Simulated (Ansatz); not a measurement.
`OC1(O)BC1` and `COC1(O)BC1` differ in one atom or group.

Ansatz, PBE0-D4/def2-TZVP geometries, multiplicity 1. Each molecule was computed in one conformer, which needn't be the lowest.

```
                             property  `OC1(O)BC1`
   LUMO energy (PBE0/def2-TZVPP) / eV        -1.60
  HOMO energy (B3LYP/def2-TZVPP) / eV        -6.82
   HOMO energy (PBE0/def2-TZVPP) / eV        -7.00
 HOMO–LUMO gap (PBE0/def2-TZVPP) / eV         5.40
LUMO energy (ωB97M-V/def2-TZVPP) / eV         0.41
HOMO–LUMO gap (B3LYP/def2-TZVPP) / eV         4.98
```

(1) What does the change do to each property? (Estimate.)

Results:

(1) Ansatz gave: 
| property | `COC1(O)BC1` | shift |
| --- | --- | --- |
| LUMO energy (PBE0/def2-TZVPP) / eV | -1.60 | 0.00 |
| HOMO energy (B3LYP/def2-TZVPP) / eV | -6.71 | 0.11 |
| HOMO energy (PBE0/def2-TZVPP) / eV | -6.90 | 0.10 |
| HOMO–LUMO gap (PBE0/def2-TZVPP) / eV | 5.29 | -0.11 |
| LUMO energy (ωB97M-V/def2-TZVPP) / eV | 0.40 | -0.01 |
| HOMO–LUMO gap (B3LYP/def2-TZVPP) / eV | 4.88 | -0.10 |

B3LYP here is the variant with VWN-RPA as its local correlation; programs differ in this.
